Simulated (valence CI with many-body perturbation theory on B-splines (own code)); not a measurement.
**E1 transitions of Pm⁴⁶⁺**

Calculated by relativistic CI+MBPT: five valence electrons over a frozen Dirac-Fock core [Ne], radial functions for each j: 11 s, 11 p, 10 d, 8 f, 5 g, 2 h, with the one-electron correlation potential Σ1 (screened to all orders), the two-electron term Σ2, the three-electron term Σ3, Breit, model QED; selected single and double excitations, second order for the rest, scaled by the run's own slope (own B-spline code, finite nucleus).

The last digits are not significant, and no measured levels were compared; by estimate large intervals hold to a few tenths of a per cent, small ones and those within an open d or f shell to about a per cent. Among the levels kept, up to 3200 cm⁻¹ of a level comes from second order outside the variational space, and about a tenth of that is noise between levels of different J, which matters for small intervals.

Lines 1 to 50 of 563 in falling wavelength, among levels below 6034.8 × 10³ cm⁻¹, chosen from the strongest by gf and those to the six lowest levels. Wavelengths and rates use the calculated energies. Electric multipoles are in the length gauge with retardation, E1 and E2 with the static RPA response of the core. Weak lines are less certain than strong ones. Lines between different terms over intervals too small for the method are left out, as are lines whose strength nearly cancels. Where a level lies close to another of its J and parity, the split of strength between their lines is uncertain. The highest levels of a list are the least certain.

Levels are named by their leading jj configuration (3d3/2^4 stands for four electrons in 3d with j = 3/2), which in mixed levels can hold well under half, so a name can repeat and another be missing. Letters in brackets count levels of one name in rising energy.

```tsv
λ vac (nm)	Upper	Lower	A (s⁻¹)	S (a.u.) with core polarisation	S without
32.74	(3s^2 3p1/2^2 3d3/2) J=3/2	(3s^2 3p1/2 3p3/2^2) J=5/2	8.47e+06	5.87e-04	5.98e-04
15.88	(3s^2 3p1/2^2 3d5/2) J=5/2	(3s^2 3p1/2 3p3/2^2) J=5/2	7.89e+07	9.37e-04	9.55e-04
14.16	(3s^2 3p1/2^2 3d5/2) J=5/2	(3s^2 3p1/2 3p3/2^2) J=3/2	1.15e+08	9.67e-04	9.86e-04
12.36	(3s 3p1/2^2 3p3/2 3d3/2) J=7/2	(3s^2 3p1/2 3p3/2 3d3/2) J=5/2 [b]	3.51e+09	2.62e-02	2.66e-02
11.07	(3s 3p1/2 3p3/2^2 3d3/2) J=9/2	(3s^2 3p3/2^2 3d3/2) J=7/2	5.13e+09	3.44e-02	3.50e-02
11.00	(3s 3p1/2^2 3d3/2 3d5/2) J=9/2	(3s^2 3p1/2 3d3/2 3d5/2) J=7/2 [b]	6.18e+09	4.06e-02	4.13e-02
10.67	(3s 3p1/2^2 3p3/2 3d5/2) J=9/2	(3s^2 3p1/2 3p3/2 3d5/2) J=9/2	5.41e+09	3.25e-02	3.31e-02
10.64	(3s 3p1/2^2 3p3/2 3d5/2) J=7/2 [a]	(3s^2 3p1/2 3p3/2 3d5/2) J=5/2 [b]	5.16e+09	2.45e-02	2.49e-02
10.26	(3s 3p1/2^2 3p3/2^2) J=5/2	(3s^2 3p1/2 3p3/2^2) J=5/2	5.10e+09	1.63e-02	1.66e-02
10.21	(3s 3p1/2^2 3d3/2^2) J=3/2	(3s^2 3p1/2 3d3/2^2) J=5/2	9.58e+09	2.01e-02	2.05e-02
10.08	(3s 3p1/2^2 3p3/2 3d3/2) J=7/2	(3s^2 3p1/2 3p3/2 3d3/2) J=7/2	6.73e+09	2.72e-02	2.77e-02
10.06	(3s 3p1/2 3p3/2^2 3d5/2) J=11/2	(3s^2 3p3/2^2 3d5/2) J=9/2	1.18e+10	7.11e-02	7.24e-02
9.942	(3s 3p1/2 3p3/2^2 3d5/2) J=7/2 [e]	(3s^2 3p3/2^2 3d5/2) J=5/2 [b]	8.80e+09	3.41e-02	3.48e-02
9.883	(3s 3p1/2^2 3d3/2 3d5/2) J=7/2 [a]	(3s^2 3p1/2 3d3/2 3d5/2) J=5/2 [a]	5.71e+09	2.18e-02	2.21e-02
9.858	(3s 3p1/2^2 3p3/2 3d3/2) J=5/2 [a]	(3s^2 3p1/2 3p3/2 3d3/2) J=5/2 [a]	7.26e+09	2.06e-02	2.10e-02
9.813	(3s 3p1/2^2 3p3/2 3d5/2) J=9/2	(3s^2 3p1/2 3p3/2 3d5/2) J=7/2 [a]	1.39e+10	6.48e-02	6.59e-02
9.718	(3s 3p1/2^2 3d3/2 3d5/2) J=7/2 [a]	(3s^2 3p1/2 3d3/2 3d5/2) J=7/2 [a]	9.88e+09	3.58e-02	3.65e-02
9.645	(3s 3p1/2^2 3p3/2 3d5/2) J=5/2 [a]	(3s^2 3p1/2 3p3/2 3d5/2) J=5/2 [a]	8.53e+09	2.27e-02	2.31e-02
9.630	(3s 3p1/2^2 3d5/2^2) J=5/2	(3s^2 3p1/2 3d5/2^2) J=5/2	1.09e+10	2.88e-02	2.93e-02
9.616	(3s 3p1/2^2 3d3/2^2) J=5/2	(3s^2 3p1/2 3d3/2^2) J=5/2	1.08e+10	2.84e-02	2.89e-02
9.609	(3s 3p1/2^2 3d5/2^2) J=5/2	(3s^2 3p1/2 3d5/2^2) J=3/2	1.21e+10	3.19e-02	3.24e-02
9.600	(3s 3p1/2^2 3d5/2^2) J=9/2	(3s^2 3p1/2 3d5/2^2) J=9/2	8.39e+09	3.66e-02	3.73e-02
9.597	(3p1/2^2 3p3/2^2 3d3/2) J=7/2	(3s 3p1/2 3p3/2^2 3d3/2) J=7/2 [c]	1.26e+10	4.40e-02	4.48e-02
9.568	(3s 3p1/2^2 3p3/2 3d5/2) J=7/2 [b]	(3s^2 3p1/2 3p3/2 3d5/2) J=5/2 [b]	4.50e+09	1.55e-02	1.58e-02
9.509	(3s 3p1/2^2 3p3/2^2) J=5/2	(3s^2 3p1/2 3p3/2^2) J=3/2	8.42e+09	2.15e-02	2.19e-02
9.508	(3s 3p1/2 3p3/2^2 3d5/2) J=9/2 [b]	(3s^2 3p3/2^2 3d5/2) J=7/2	1.12e+10	4.75e-02	4.84e-02
9.474	(3s 3p1/2^2 3d3/2 3d5/2) J=5/2 [a]	(3s^2 3p1/2 3d3/2 3d5/2) J=5/2 [a]	7.78e+09	1.96e-02	1.99e-02
9.462	(3s 3p1/2^2 3d5/2^2) J=9/2	(3s^2 3p1/2 3d5/2^2) J=7/2	1.42e+10	5.93e-02	6.03e-02
9.406	(3s 3p1/2^2 3p3/2^2) J=1/2	(3s^2 3p1/2 3p3/2^2) J=1/2	1.79e+10	1.47e-02	1.49e-02
9.392	(3s 3p1/2^2 3d3/2 3d5/2) J=9/2	(3s^2 3p1/2 3d3/2 3d5/2) J=9/2	1.05e+10	4.30e-02	4.37e-02
9.373	(3s 3p1/2 3p3/2^3) J=5/2	(3s^2 3p3/2^3) J=3/2	9.00e+09	2.20e-02	2.24e-02
9.334	(3s 3p1/2 3p3/2^2 3d5/2) J=5/2 [f]	(3s^2 3p3/2^2 3d5/2) J=3/2	6.18e+09	1.49e-02	1.51e-02
9.323	(3s 3p1/2^2 3d3/2 3d5/2) J=5/2 [a]	(3s^2 3p1/2 3d3/2 3d5/2) J=7/2 [a]	7.54e+09	1.81e-02	1.84e-02
9.314	(3s 3p1/2^2 3p3/2 3d5/2) J=5/2 [a]	(3s^2 3p1/2 3p3/2 3d5/2) J=3/2 [a]	7.92e+09	1.90e-02	1.93e-02
9.266	(3s 3p1/2^2 3p3/2 3d5/2) J=3/2 [b]	(3s^2 3p1/2 3p3/2 3d5/2) J=1/2	1.08e+10	1.69e-02	1.72e-02
9.110	(3s 3p1/2^2 3p3/2 3d5/2) J=3/2 [a]	(3s^2 3p1/2 3p3/2 3d5/2) J=5/2 [a]	1.40e+10	2.09e-02	2.13e-02
9.109	(3s 3p1/2^2 3p3/2 3d5/2) J=3/2 [b]	(3s^2 3p1/2 3p3/2 3d5/2) J=3/2 [b]	1.32e+10	1.96e-02	2.00e-02
9.087	(3s 3p1/2 3p3/2^2 3d3/2) J=7/2 [c]	(3s^2 3p3/2^2 3d3/2) J=7/2	9.96e+09	2.95e-02	3.01e-02
9.047	(3s 3p1/2^2 3d5/2^2) J=3/2	(3s^2 3p1/2 3d5/2^2) J=5/2	1.59e+10	2.33e-02	2.37e-02
9.037	(3s 3p1/2 3p3/2^2 3d5/2) J=7/2 [d]	(3s^2 3p3/2^2 3d5/2) J=5/2 [a]	1.10e+10	3.22e-02	3.28e-02
9.032	(3s 3p1/2 3p3/2^2 3d5/2) J=5/2 [e]	(3s^2 3p3/2^2 3d5/2) J=5/2 [a]	7.79e+09	1.70e-02	1.73e-02
9.002	(3s 3p1/2 3p3/2^2 3d5/2) J=3/2 [a]	(3s^2 3p3/2^2 3d5/2) J=1/2	1.04e+10	1.50e-02	1.53e-02
8.914	(3s 3p1/2^2 3d3/2 3d5/2) J=7/2 [b]	(3s^2 3p1/2 3d3/2 3d5/2) J=9/2	2.00e+10	5.61e-02	5.71e-02
8.910	(3s 3p1/2 3p3/2^2 3d5/2) J=3/2 [d]	(3s^2 3p3/2^2 3d5/2) J=3/2	1.03e+10	1.43e-02	1.46e-02
8.880	(3s 3p1/2^2 3p3/2 3d5/2) J=5/2 [b]	(3s^2 3p1/2 3p3/2 3d5/2) J=5/2 [b]	6.72e+09	1.39e-02	1.42e-02
8.811	(3s 3p1/2^2 3d5/2^2) J=7/2	(3s^2 3p1/2 3d5/2^2) J=9/2	2.14e+10	5.78e-02	5.88e-02
8.794	(3s 3p1/2^2 3p3/2 3d5/2) J=5/2 [b]	(3s^2 3p1/2 3p3/2 3d5/2) J=7/2 [b]	1.89e+10	3.81e-02	3.88e-02
8.783	(3s 3p1/2 3p3/2^2 3d5/2) J=3/2 [c]	(3s^2 3p3/2^2 3d5/2) J=5/2 [a]	1.07e+10	1.43e-02	1.45e-02
8.764	(3s 3p1/2 3p3/2^2 3d5/2) J=5/2 [g]	(3s^2 3p3/2^2 3d5/2) J=5/2 [b]	1.10e+10	2.18e-02	2.22e-02
8.695	(3s 3p1/2^2 3d5/2^2) J=7/2	(3s^2 3p1/2 3d5/2^2) J=7/2	5.70e+09	1.48e-02	1.51e-02
```
